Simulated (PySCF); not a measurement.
Computed shifts of a molecule C2H4FNOSi, PBE0/pcSseg-1 (PySCF), GIAO, gas phase, atoms alike by connectivity averaged where their shifts nearly agree, in ppm (number of nuclei): ¹³C: 130.2 (1), 80.9 (1). ¹⁵N: 36.4 (1). ²⁹Si: -47.8 (1). ¹⁹F: -300.2 (1). ¹H: 5.29 (1), 5.07 (1), 4.92 (1), 4.69 (1). References: ¹⁷O against H2O (σ = 334.2 ppm); ¹³C against TMS (σ = 186.3 ppm); ¹⁵N against NH3 (σ = 267.4 ppm); ²⁹Si against TMS (σ = 352.7 ppm); ¹⁹F against CFCl3 (σ = 167.2 ppm); ¹H against TMS (σ = 31.56 ppm), references at their B3LYP-D3(BJ)/def2-TZVP geometries, non-relativistic. Geometry optimised at B3LYP-D3(BJ)/def2-SVP. The values are those of a single conformer.

### Question
Pick the molecule that these values belong to.
A. N[Si@H]1OC=C1F
B. O=C=N[SiH2]CF
C. F[Si@@H]1CN=CO1
D. N[Si@]1(F)C=CO1

### Answer
B, O=C=N[SiH2]CF
